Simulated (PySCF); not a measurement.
Exercise with solution: oscillator strength and radiative lifetime

W(NH)(S)(NH2)2 (H₅N₃SW), SMILES [NH]=[W]([NH2])([NH2])=[S], multiplicity 1.

Coordinates come from a PBE0-D3(BJ)/def2-SVP optimisation. The multiplicity is an assumed one; no other spin state was optimised. The structure was generated by enumeration; whether it is a known compound was not checked. The def2 effective core potentials stand for the cores of W; spin–orbit coupling is left out. The values are those of a single conformer.

TDA-CAM-B3LYP/def2-SVPD run with PySCF puts the first singlet state with f over 0.02 at 4.39 eV (vertical), with the transition dipole (0.000, 0.000, -0.433) in atomic units.

Q: Find the oscillator strength, the wavelength and the radiative lifetime that this transition would have in vacuum if emission retraced absorption.

A: 
|μ|² = 0.1875 au, so |μ| = 1.10 D. ΔE = 4.39/27.211 = 0.1613 hartree. f = (2/3) ΔE |μ|² = 0.020 (the program prints 0.020).
λ = 1239.84/4.39 = 282 nm; ν = 35408 cm⁻¹.
Einstein's coefficient A = 0.6670 ν² f s⁻¹ (ν in cm⁻¹) = 1.7e7 s⁻¹, so τ = 1/A = 59 ns. This state is S3; the lower singlets have f = 0.000, 0.009. The figure is the radiative limit of this one transition; relaxation, internal conversion, crossing to triplets and a medium change what is measured.
